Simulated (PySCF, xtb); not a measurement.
F₄Hf, SMILES [F][Hf-]([F])([F])[F] (connectivity only; charge and spin as stated), charge -1, multiplicity 2.

Harmonic wavenumbers (cm⁻¹) from GFN2-xTB (xtb) at its own minimum, in rising order: 76, 120, 128, 128, 161, 420, 424, 444, 444.

Q: What does PBE-D3(BJ)/def2-SVPD run with PySCF 2.14.0 give at its own minimum? (Estimate from the structure and the level; the computed values follow.)

A: 86, 111, 139, 139, 194, 519, 519, 520, 552. Paired by order, the mean absolute difference is 50 cm⁻¹ and the zero-point energies are 3.4 and 4.0 kcal/mol.
